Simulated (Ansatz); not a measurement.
Reaction (isomerisation): `BC(=C)Cl` → `C=CBCl`

Computed with Ansatz on PBE0-D4/def2-TZVP structures; ΔE is electronic, products minus reactants. CCSD(T)/CBS is the MP2 limit (def2-TZVPP, def2-QZVPP) plus CCSD(T) − MP2 in def2-TZVPP, frozen cores. Functionals use def2-TZVPP. One conformer a species, not always the lowest.

| level | ΔE (kJ/mol) |
| --- | --- |
| ωB97M-V | -155.3 |
| MP2/def2-SVP | -172.0 |

What does CCSD(T)/CBS give? (Best estimate.)

Computed: -155.2 kJ/mol. The listed levels differ from it by -0.1, -16.8 kJ/mol.

Largest T1 diagnostic among the species: 0.012.

From PBE to PBE0 (25 % exact exchange), in def2-TZVPP and without D4, ΔE moves by −3.4 kJ/mol. At CCSD(T), def2-SVP lies −14.4 kJ/mol from the extrapolated value and def2-TZVPP −1.7 kJ/mol.
